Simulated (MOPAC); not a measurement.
MOPAC input (PM7):

```
PM7 PRECISE GNORM=0.05 LET XYZ CHARGE=-1 GEO-OK AUX(PRECISION=9) THREADS=1
C5H9O

C    -2.63274300 1   -0.29139100 1   -0.22177700 1
C    -1.15382300 1   -0.42222100 1   -0.58585400 1
C    -0.32048600 1    0.82129700 1   -0.22804800 1
C     1.14692300 1    0.68901400 1   -0.51043000 1
C     1.96995200 1   -0.05611000 1    0.30528600 1
O     1.66995000 1   -0.69651100 1    1.35820200 1
H    -2.75174800 1   -0.11854300 1    0.85211200 1
H    -3.20515400 1   -1.18889600 1   -0.47895200 1
H    -3.09433100 1    0.55660100 1   -0.74030300 1
H    -0.70970100 1   -1.27046700 1   -0.06003600 1
H    -1.04969500 1   -0.62414000 1   -1.65806000 1
H    -0.47126600 1    1.00442900 1    0.84611700 1
H    -0.74492400 1    1.68815600 1   -0.75628500 1
H     1.56674600 1    1.15765700 1   -1.39521900 1
H     3.04153600 1   -0.07624100 1   -0.03005400 1
```

From the output:

```
                                                       MOPAC v23.2.5 Linux

          FINAL HEAT OF FORMATION =        -65.76788 KCAL/MOL =    -275.17282 KJ/MOL

          COSMO AREA              =        137.54 SQUARE ANGSTROMS
          COSMO VOLUME            =        124.92 CUBIC ANGSTROMS

          GRADIENT NORM           =          0.01539          =       0.00397 PER ATOM
          IONIZATION POTENTIAL    =          2.480134 EV
          HOMO LUMO ENERGIES (EV) =         -2.480  7.673
          NO. OF FILLED LEVELS    =         18
          MOLECULAR WEIGHT        =         85.1255         POINT GROUP:  C1

          MOLECULAR DIMENSIONS (Angstroms)

            Atom       Atom       Distance
            H    15    H     8     6.57397
            H    14    O     6     3.16919
            H    10    H    13     2.93696

          SCF CALCULATIONS        =         84

   ATOM   CHEMICAL          X               Y               Z
  NUMBER   SYMBOL      (ANGSTROMS)     (ANGSTROMS)     (ANGSTROMS)

     1       C         -2.72191381  *  -0.19821307  *  -0.29511879  *
     2       C         -1.27634440  *  -0.39587641  *  -0.76600815  *
     3       C         -0.31360817  *   0.60602850  *  -0.08402437  *
     4       C          1.08189532  *   0.39589823  *  -0.54057781  *
     5       C          2.07266460  *  -0.00200977  *   0.33138820  *
     6       O          1.96695484  *  -0.22334153  *   1.55677370  *
     7       H         -2.79075862  *  -0.32948579  *   0.78997446  *
     8       H         -3.39687727  *  -0.91358274  *  -0.76798389  *
     9       H         -3.07219131  *   0.81073554  *  -0.52891477  *
    10       H         -0.93043757  *  -1.41879949  *  -0.53614228  *
    11       H         -1.20597378  *  -0.28313268  *  -1.85910607  *
    12       H         -0.36375211  *   0.47481717  *   1.01746340  *
    13       H         -0.64773855  *   1.63869350  *  -0.29315701  *
    14       H          1.28821391  *   0.56484994  *  -1.57222228  *
    15       H          3.09459043  *  -0.14512632  *  -0.06987159  *

                             CARTESIAN COORDINATES

   1    C       -2.721913815    -0.198213073    -0.295118791
   2    C       -1.276344397    -0.395876411    -0.766008150
   3    C       -0.313608165     0.606028505    -0.084024366
   4    C        1.081895323     0.395898228    -0.540577812
   5    C        2.072664604    -0.002009770     0.331388197
   6    O        1.966954840    -0.223341534     1.556773698
   7    H       -2.790758620    -0.329485795     0.789974457
   8    H       -3.396877267    -0.913582737    -0.767983892
   9    H       -3.072191307     0.810735544    -0.528914771
  10    H       -0.930437574    -1.418799493    -0.536142283
  11    H       -1.205973781    -0.283132678    -1.859106069
  12    H       -0.363752107     0.474817170     1.017463402
  13    H       -0.647738552     1.638693498    -0.293157005
  14    H        1.288213907     0.564849944    -1.572222275
  15    H        3.094590427    -0.145126321    -0.069871593

           Empirical Formula: C5 H9 O  =    15 atoms

      MOLECULAR POINT GROUP   :   C1

                  EIGENVALUES
 -24.21966 -22.75586 -20.39299 -17.82327 -15.85468 -12.68365 -11.97582 -10.77459
 -10.29765  -9.58292  -8.66268  -7.90318  -7.72443  -6.98915  -6.88061  -6.33101
  -3.70630  -2.48013   7.67343   8.22334   8.89954   9.11914   9.42539  10.03589
  10.31859  10.47102  10.80457  10.95807  11.20895  11.59454  11.78391  12.30609
  12.78077

              NET ATOMIC CHARGES AND DIPOLE CONTRIBUTIONS

  ATOM NO.   TYPE          CHARGE      No. of ELECS.   s-Pop       p-Pop
    1          C          -0.448757        4.4488     1.05346     3.39530
    2          C          -0.258872        4.2589     1.06005     3.19882
    3          C          -0.164044        4.1640     1.04297     3.12108
    4          C          -0.677506        4.6775     1.03971     3.63779
    5          C           0.367787        3.6322     1.08599     2.54622
    6          O          -0.782553        6.7826     1.88424     4.89831
    7          H           0.136037        0.8640     0.86396
    8          H           0.109823        0.8902     0.89018
    9          H           0.123978        0.8760     0.87602
   10          H           0.132621        0.8674     0.86738
   11          H           0.111101        0.8889     0.88890
   12          H           0.137053        0.8629     0.86295
   13          H           0.082290        0.9177     0.91771
   14          H           0.110760        0.8892     0.88924
   15          H           0.020280        0.9797     0.97972
 DIPOLE           X         Y         Z       TOTAL
 POINT-CHG.    -5.206     0.063    -3.409     6.223
 HYBRID        -0.427    -0.093     0.107     0.450
 SUM           -5.633    -0.030    -3.302     6.530

          ATOMIC ORBITAL ELECTRON POPULATIONS

     Atom    s        px        py        pz
    1  C   1.05346   1.09563   1.14413   1.15553
    2  C   1.06005   0.95655   1.13531   1.10697
    3  C   1.04297   0.99726   1.01865   1.10517
    4  C   1.03971   1.02584   1.52338   1.08858
    5  C   1.08599   0.94967   0.76643   0.83011
    6  O   1.88424   1.93126   1.66271   1.30434
    7  H   0.86396
    8  H   0.89018
    9  H   0.87602
   10  H   0.86738
   11  H   0.88890
   12  H   0.86295
   13  H   0.91771
   14  H   0.88924
   15  H   0.97972

 **********************
 *                    *
 * JOB ENDED NORMALLY *
 *                    *
 **********************

 == MOPAC DONE ==
```

The dipole moment of an ion depends on the origin.

The geometry given is a B3LYP-D3(BJ)/def2-TZVP minimum.
